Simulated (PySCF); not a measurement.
BeI₂: adding exact exchange

Base calculation in PySCF with density fitting and no spin–orbit coupling, PBE/def2-TZVP (scalar-relativistic core potentials): singlet, D∞h, Be–I 2.171 Å (×2); wavenumbers 164, 171 (×2), 863 cm⁻¹; gap between the highest occupied and lowest empty levels 5.10 eV, polar-tensor charge of Be 0.78 e, atomisation energy (no zero-point energy) 689 kJ/mol.

Task: What changes on going to PBE0/def2-TZVP (scalar-relativistic core potentials)?

Result: The point group stays the same. Changes: mean bond to Be -0.009 Å, highest wavenumber +20 cm⁻¹, lowest wavenumber +4 cm⁻¹, gap between the highest occupied and lowest empty levels +1.89 eV, polar-tensor charge of Be +0.05 e, atomisation energy (no zero-point energy) -7 kJ/mol. The new structure has Be–I 2.162 Å (×2), with wavenumbers 168, 175 (×2), 883 cm⁻¹. Exact exchange shortens and stiffens the bonds and opens the gap, the usual pattern.

The structures come from searches over a few start shapes, so lower isomers are not excluded.
